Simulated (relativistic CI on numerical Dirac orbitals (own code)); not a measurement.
# Line list: Electric-dipole lines, Ru XXI

Computed by Dirac-Coulomb-Breit CI, separate exchange-only KLI orbitals for each configuration, model QED (radiative potential, 1s self-energy scaled to tabulated hydrogen-like ionisation energies), unscaled Slater integrals (own radial code, finite nucleus).

CI space (outside the closed core [Ne]): 3s²3p⁶3d⁶, 3s²3p⁵3d⁷, 3s²3p⁴3d⁸, 3s3p⁶3d⁷, 3p⁶3d⁸, 3s3p⁵3d⁸, 3s²3p⁶3d⁵4s, 3s²3p⁶3d⁵4p, 3s²3p⁶3d⁵4d, 3s²3p⁶3d⁵4f, 3s²3p⁴3d⁷4s, 3s²3p⁵3d⁶4s, 3s²3p⁶3d⁴4s², 3s²3p⁴3d⁷4p, 3s²3p⁵3d⁶4p, 3s²3p⁶3d⁴4s4p, 3s²3p⁶3d⁵5s, 3s²3p⁴3d⁷4d, 3s3p⁵3d⁷4s, 3s²3p⁶3d⁵5p, 3s3p⁶3d⁶4s, 3s²3p⁵3d⁵4s², 3s²3p⁶3d⁵5f, 3s3p⁶3d⁶4p, 3p⁶3d⁷4s, 3s²3p⁶3d⁵6s, 3p⁶3d⁷4p, 3s3p⁶3d⁵4s², 3p⁶3d⁶4s². Levels of other configurations are missing.

```
λ vac (nm)                Lower                 Upper   A (s⁻¹)        gf  Branching (%)
    5.9371   3s²3p⁶3d⁶ ¹I6 [21]  3s²3p⁵3d⁷ ¹H°5 [138]  1.30e+12  7.58e+00           92.9
    5.9845    3s²3p⁶3d⁶ ³H6 [8]  3s²3p⁵3d⁷ ³G°5 [127]  1.05e+12  6.22e+00           83.5
    6.0386   3s²3p⁶3d⁶ ³G4 [16]  3s²3p⁵3d⁷ ³F°3 [131]  6.89e+11  2.64e+00           71.9
    6.0647   3s²3p⁶3d⁶ ³G5 [14]  3s²3p⁵3d⁷ ³F°4 [129]  4.76e+11  2.36e+00           57.2
    6.0682   3s²3p⁶3d⁶ ¹G4 [32]  3s²3p⁵3d⁷ ¹F°3 [143]  8.60e+11  3.32e+00           76.9
    6.1506    3s²3p⁶3d⁶ ³H5 [9]  3s²3p⁵3d⁷ ³G°4 [121]  2.92e+11  1.49e+00           41.4
    6.2496    3s²3p⁶3d⁶ ³H5 [9]  3s²3p⁵3d⁷ ³F°4 [119]  3.70e+11  1.95e+00           46.5
    6.2768   3s²3p⁶3d⁶ ³H4 [12]  3s²3p⁵3d⁷ ³D°3 [120]  4.02e+11  1.66e+00           55.9
    6.3086  3s²3p⁵3d⁷ ³I°7 [55]   3s²3p⁴3d⁸ ³H6 [246]  5.88e+11  4.56e+00           71.1
    6.5024   3s²3p⁶3d⁶ ³G5 [14]  3s²3p⁵3d⁷ ³G°5 [113]  2.41e+11  1.68e+00           56.0
    6.5136    3s²3p⁶3d⁶ ³F4 [6]  3s²3p⁵3d⁷ ³D°3 [103]  2.35e+11  1.04e+00           43.3
    6.5441   3s²3p⁶3d⁶ ¹I6 [21]  3s²3p⁵3d⁷ ¹I°6 [117]  2.80e+11  2.33e+00           89.2
    6.5842    3s²3p⁶3d⁶ ⁵D4 [1]   3s²3p⁵3d⁷ ⁵D°4 [85]  1.06e+11  6.22e-01           23.6
    6.8153    3s²3p⁶3d⁶ ³H5 [9]   3s²3p⁵3d⁷ ³G°5 [93]  1.71e+11  1.31e+00           53.7
    7.0553    3s²3p⁶3d⁶ ⁵D4 [1]   3s²3p⁵3d⁷ ⁵P°3 [59]  2.69e+11  1.40e+00           90.5
    7.1129    3s²3p⁶3d⁶ ⁵D3 [2]   3s²3p⁵3d⁷ ⁵P°2 [62]  1.75e+11  6.64e-01           84.9
    7.1315    3s²3p⁶3d⁶ ³H6 [8]   3s²3p⁵3d⁷ ³H°6 [76]  1.90e+11  1.88e+00           76.8
    7.2739    3s²3p⁶3d⁶ ⁵D4 [1]   3s²3p⁵3d⁷ ³F°4 [50]  8.41e+10  6.00e-01           79.9
    7.2815    3s²3p⁶3d⁶ ³H6 [8]   3s²3p⁵3d⁷ ³I°6 [69]  1.05e+11  1.09e+00           80.8
    7.6253    3s²3p⁶3d⁶ ⁵D4 [1]   3s²3p⁵3d⁷ ³G°5 [39]  6.68e+10  6.40e-01           83.8
```

Terms are leading LS components. Brackets give the number of a level in order of energy, since labels repeat. The list gives strong lines, with weight on those to low levels, without lines whose two gauges differ by over a factor of 2.5, among the lowest 400 of 9726 levels, so that lines to higher ones, which can be the strongest, are missing. Levels whose partners in the same complex of configurations lie outside the list can be far off, and so can their lines. Rates are taken at the computed energies, electric ones in the length gauge.

At this charge energies of transitions that change n are usually good to better than 1 %, and those within a shell (Δn = 0) to a few per cent. Terms inside the open d or f shell come out 10 to 20 % too wide with unscaled integrals.

LS names give the leading component of a level, which can be under half, so a name can repeat, a term be missing and a line seem to break the LS rules.
